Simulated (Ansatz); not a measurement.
Si₂₈H₃₄, a nanocrystal cut from hexagonal silicon, relaxed as a singlet with RKS r2SCAN-D4/def2-SVP in Ansatz, starting from the GFN2-xTB geometry. Force threshold 0.03 eV/Å.

Single mean-field runs in def2-SVP are fitted with def2-universal-jkfit.

Start:

Cartesian coordinates in Å:
```
Si 0.500 -5.051 -1.411
Si 2.649 -4.309 -1.009
Si 1.870 -3.474 2.653
Si 2.612 -2.644 0.606
Si -0.847 -3.270 -2.060
Si -0.122 -2.354 -4.082
Si -1.750 -2.427 1.708
Si -0.035 -2.323 3.316
Si -0.946 -1.609 -0.370
Si 1.309 -0.794 -0.051
Si 0.443 -0.114 -3.772
Si 2.061 0.175 -2.092
Si 0.407 -0.041 3.675
Si 1.321 0.885 1.688
Si 3.519 1.671 1.902
Si 2.736 2.399 -1.719
Si 4.376 2.560 -0.063
Si -3.669 -1.289 2.380
Si -2.194 0.287 -1.049
Si -1.391 1.176 -3.080
Si -3.104 0.955 2.701
Si -1.475 1.152 4.364
Si -2.341 1.925 0.670
Si -0.076 2.618 0.856
Si -0.954 3.466 -2.767
Si 0.759 3.539 -1.153
Si -3.638 3.732 -0.102
Si -2.862 4.642 -2.099
H 0.441 -6.186 -2.341
H -0.034 -5.603 -0.153
H 3.585 -5.400 -0.710
H 3.172 -3.728 -2.258
H 1.573 -4.909 2.507
H 2.902 -3.441 3.695
H 3.966 -2.080 0.801
H -2.243 -3.721 -2.249
H 1.037 -3.130 -4.557
H -1.100 -2.524 -5.165
H -2.071 -3.853 1.491
H -0.564 -2.885 4.576
H 0.968 0.464 -5.026
H 3.260 -0.598 -2.483
H 1.456 0.058 4.710
H 4.360 0.565 2.385
H 3.595 2.657 2.990
H 3.242 2.966 -2.986
H 5.616 1.874 -0.460
H 4.814 3.952 0.126
H -4.292 -1.880 3.575
H -4.728 -1.401 1.368
H -3.578 -0.169 -1.291
H -2.455 1.059 -4.096
H -4.309 1.704 3.117
H -1.962 0.708 5.679
H -1.152 2.566 4.598
H -0.068 3.697 1.865
H -0.428 4.022 -4.030
H 1.094 4.958 -0.916
H -5.041 3.315 -0.244
H -3.709 4.772 0.935
H -3.907 4.606 -3.134
H -2.595 6.082 -1.958
```

Question: Estimate the energy that the relaxation releases and the steps that it takes.

Answer: 74.0 kJ/mol, in 5 steps; 27 s on 4 threads of AMD EPYC 7R13 on a shared host and a share (37 GiB) of an NVIDIA H100 80GB HBM3. The force fell under the threshold at step 4, but the optimiser went on. No frequencies were taken in this run, so the end may be a saddle point.

Question: Does the start keep its bonding and symmetry?

Answer: By distances, no bond broke or formed. The bond that changes most is Si10–Si14, from 2.42 to 2.35 Å (atoms count from 1).

Question: Predict the relaxed structure.

Answer: 
```xyz
62

Si    0.440   -4.983   -1.326
Si    2.634   -4.185   -1.053
Si    1.851   -3.456    2.648
Si    2.646   -2.535    0.619
Si   -0.928   -3.208   -2.029
Si   -0.100   -2.326   -4.063
Si   -1.741   -2.472    1.666
Si   -0.088   -2.319    3.333
Si   -0.923   -1.558   -0.356
Si    1.270   -0.759   -0.067
Si    0.486   -0.067   -3.775
Si    2.118    0.125   -2.093
Si    0.450   -0.049    3.650
Si    1.269    0.869    1.630
Si    3.470    1.630    1.932
Si    2.698    2.382   -1.776
Si    4.328    2.516   -0.087
Si   -3.655   -1.293    2.359
Si   -2.254    0.250   -1.055
Si   -1.415    1.138   -3.084
Si   -3.098    0.974    2.657
Si   -1.463    1.130    4.342
Si   -2.274    1.885    0.636
Si   -0.071    2.662    0.914
Si   -0.876    3.409   -2.788
Si    0.769    3.555   -1.113
Si   -3.616    3.678   -0.068
Si   -2.798    4.578   -2.099
H     0.412   -6.093   -2.332
H    -0.052   -5.523   -0.017
H     3.553   -5.308   -0.678
H     3.108   -3.604   -2.351
H     1.557   -4.914    2.464
H     2.909   -3.326    3.701
H     4.040   -2.014    0.817
H    -2.338   -3.681   -2.229
H     1.094   -3.113   -4.512
H    -1.156   -2.443   -5.120
H    -2.087   -3.916    1.442
H    -0.616   -2.891    4.618
H     1.008    0.520   -5.054
H     3.342   -0.654   -2.481
H     1.524    0.057    4.695
H     4.331    0.500    2.406
H     3.474    2.691    2.991
H     3.211    2.956   -3.065
H     5.544    1.745   -0.501
H     4.730    3.944    0.121
H    -4.155   -1.864    3.652
H    -4.739   -1.424    1.334
H    -3.658   -0.230   -1.283
H    -2.487    1.012   -4.128
H    -4.322    1.740    3.071
H    -1.989    0.538    5.615
H    -1.120    2.567    4.594
H    -0.065    3.744    1.956
H    -0.338    3.971   -4.072
H     1.119    4.997   -0.880
H    -5.024    3.202   -0.256
H    -3.621    4.739    0.990
H    -3.855    4.476   -3.156
H    -2.466    6.027   -1.910
```
Bond lengths: 39 × Si–Si 2.35 to 2.37 Å; 34 × H–Si 1.50 Å.
